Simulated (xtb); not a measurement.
Input file for xtb: GFN-FF on CH3 (SMILES [CH3]).

```
$ xtb mol.xyz --gfnff --sp --chrg 0 --uhf 1
4

C     -0.00000164    -0.00002686     0.00013410
H      1.06844615    -0.14744695     0.02926680
H     -0.66112860    -0.85164254    -0.04259704
H     -0.40731591     0.99901636     0.01319614
```

Q: What total energy does the run end on?

A: -0.5109 hartree.
